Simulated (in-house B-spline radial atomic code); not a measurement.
A calculation on Zr: its settings, and results tabulated from the run. Level of theory: scalar-relativistic (X2C) CAM-B3LYP, spin-polarised, spherical fractional occupations, Fermi nucleus of rms radius 4.2694 fm; calculated with a radial B-spline atomic code at the basis-set limit.

Command:
```bash
python run_scf.py task.json out
```
Settings (nuclear radius in fm, mass in u):
```
Z                40
configuration    [Kr] 4d2 5s2
hamiltonian      x2c
method           camb3lyp
spin_polarised   True
nucleus          fermi
rms_radius       4.2694
atomic_mass      89.9047
speed_of_light   137.035999084
```

Output (hartree, bohr):
```
 radial grid: 78 intervals, B-splines of order 8, outer radius 50 bohr

 iter        energy (Eh)    residual
    1       -3596.539825    4.17e-01
    2       -3597.427397    1.50e-01
    3       -3598.315791    2.68e-02
    4       -3598.355626    1.04e-02
    5       -3598.359562    3.43e-03
    6       -3598.360038    1.68e-03
    7       -3598.360179    3.04e-04
    8       -3598.360182    1.38e-04
    9       -3598.360183    2.24e-05
   10       -3598.360183    3.08e-06
   11       -3598.360183    5.66e-07
   12       -3598.360183    8.46e-08

 total energy                     -3598.36018
 kinetic                            3718.5253
 electron-nucleus                  -8683.7995
 Hartree                            1481.9872
 exact exchange                      -24.5897
 exchange-correlation                -90.4836

 orbital      occ     eigenvalue          <r>       <r^2>       <1/r>       r_max
 1s up      1.000      -656.4323    0.0365894  0.00181655     42.4982     0.02358
 1s down    1.000      -656.4325    0.0365894  0.00181655     42.4982     0.02358
 2s up      1.000       -91.5615     0.162166   0.0310673     9.47595      0.1369
 2s down    1.000       -91.5557     0.162162   0.0310656     9.47628      0.1369
 2p up      3.000       -81.6466     0.141525    0.024501     9.03685      0.1093
 2p down    3.000       -81.6419      0.14152   0.0244989     9.03717      0.1093
 3s up      1.000       -15.3041     0.457931    0.240572     3.18561      0.4081
 3s down    1.000       -15.3008     0.457934     0.24056     3.18533      0.4081
 3p up      3.000       -12.0536     0.461672    0.248476     2.99115      0.4022
 3p down    3.000       -12.0498     0.461654    0.248429     2.99094      0.4022
 3d up      5.000        -6.7087     0.452379    0.247487     2.74014      0.3474
 3d down    5.000        -6.7021     0.452389    0.247444     2.73976      0.3475
 4s up      1.000        -2.2176       1.2158     1.67724     1.11858       1.078
 4s down    1.000        -2.1803      1.21122     1.66465     1.12394       1.075
 4p up      3.000        -1.3631      1.37357     2.16882    0.973571        1.18
 4p down    3.000        -1.3147      1.36599     2.14435    0.979981       1.175
 4d up      2.000        -0.1264       2.3298     6.84952    0.588649       1.621
 5s up      1.000        -0.2284      3.67466     15.4458    0.350078        3.09
 5s down    1.000        -0.2092      3.80956     16.6314    0.335609       3.171
```

Run time, properties included: 3 s on 1 thread of Arm Neoverse V1, on a shared host.

Caution: exact exchange at fractional occupations of open shells leaves self-interaction of up to several eV.

One-electron X2C: radii and densities carry no picture-change correction, so inner-shell <1/r> comes out high (for 1s by about 2 % at Z = 33, 5 % at 54, 10 % at 75, 30 % at 118) and <r> low.
